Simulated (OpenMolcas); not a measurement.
An OpenMolcas run meant for Tb4+ (ANO-R2, X2C; inactive shells 1s 2s 2p 3s 3p 3d 4s 4p 4d 5s 5p; intended active space 7 electrons in 7 orbitals (4f)). One step of its input:

```
&RASSCF
FileOrb=start.orb
Symmetry=2
Spin=8
nActEl=7 0 0
Inactive=15 12
Ras2=0 7
CIRoot=5 5 1
SDav=1
CIMx=300
Iter=82 100
PrWF=0.3
OrbListing=Nothing
MaxOrb=0
Atom
>>> COPY $Project.JobIph JOB001
```

Lines from the output:

```
...
      Number of secondary orbitals              42
      Spin quantum number                      3.5
      State symmetry                             2
Orbital specifications:
      -----------------------

      Symmetry species                           1   2
                                                ag  au
      Frozen orbitals                            0   0
      Inactive orbitals                         15  12
      Active orbitals                            0   7
      RAS1 orbitals                              0   0
      RAS2 orbitals                              0   7
      RAS3 orbitals                              0   0
      Secondary orbitals                        22  20
      Deleted orbitals                           0   0
      Number of basis functions                 37  39
      Number of CSFs                             1
      Number of root(s) required                 5
 ************ ERROR ***********
  You can't ask for more roots
  than there are configurations
 ******************************
--- Stop Module: rasscf at  /rc=_RC_INPUT_ERROR_ ---
.####################.
.# User input error #.
.####################.
```

Problem. What is wrong with the input?

Solution. CIRoot asks for more roots than the active space has configuration state functions.
